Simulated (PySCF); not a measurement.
C4H4ClF, SMILES C=C(F)C(=C)Cl. Atoms are numbered in the order given.

```xyz
10

C     -1.6104     1.1456     0.0000
C     -0.2739     0.9867     0.0000
F      0.5335     2.0714     0.0000
C      0.4872    -0.2736     0.0000
C      1.8358    -0.3276     0.0000
Cl    -0.4648    -1.7395     0.0000
H     -2.0423     2.1553     0.0000
H     -2.2667     0.2678     0.0000
H      2.4116     0.6077     0.0000
H      2.3670    -1.2885     0.0000
```
Charge 0, spin multiplicity 1.

Coordinates come from a PBE-D3(BJ)/def2-SVP optimisation. The values are those of a single conformer.

Calculation: PBE-D3(BJ)/def2-SVP (PySCF 2.14.0).

Frequencies are harmonic and unscaled.

| mode | ν (cm⁻¹) | IR (km/mol) | moving atoms (share of kinetic energy) |
|---|---|---|---|
| 1 | 87 | 1.6 | C 44 %, F 32 %, H 14 %, Cl 11 % |
| 2 | 244 | 1.3 | C 49 %, Cl 30 %, H 14 % |
| 3 | 340 | 1.8 | C 71 %, H 22 % |
| 4 | 349 | 0.1 | C 39 %, F 29 %, H 21 %, Cl 11 % |
| 5 | 426 | 0.7 | Cl 36 %, F 26 %, C 24 %, H 14 % |
| 6 | 455 | 3.9 | C 41 %, H 30 %, F 23 % |
| 7 | 622 | 0.3 | C 51 %, H 47 % |
| 8 | 681 | 14.2 | C 68 %, H 15 %, Cl 13 % |
| 9 | 693 | 0.1 | H 64 %, C 32 % |
| 10 | 728 | 0.1 | H 86 %, C 13 % |
| 11 | 831 | 56.2 | H 69 %, C 31 % |
| 12 | 839 | 13.4 | H 47 %, C 45 % |
| 13 | 854 | 29.6 | H 71 %, C 29 % |
| 14 | 919 | 21.5 | H 47 %, C 27 %, F 26 % |
| 15 | 1085 | 91.6 | C 57 %, H 33 %, F 8 % |
| 16 | 1283 | 9.8 | C 60 %, H 35 % |
| 17 | 1324 | 14.8 | H 84 %, C 15 % |
| 18 | 1358 | 7.9 | H 61 %, C 37 % |
| 19 | 1611 | 78.0 | C 91 %, H 9 % |
| 20 | 1674 | 20.4 | C 93 % |
| 21 | 3110 | 2.1 | H 95 % |
| 22 | 3122 | 3.4 | H 95 % |
| 23 | 3221 | 0.6 | H 89 %, C 11 % |
| 24 | 3236 | 0.6 | H 89 %, C 11 % |
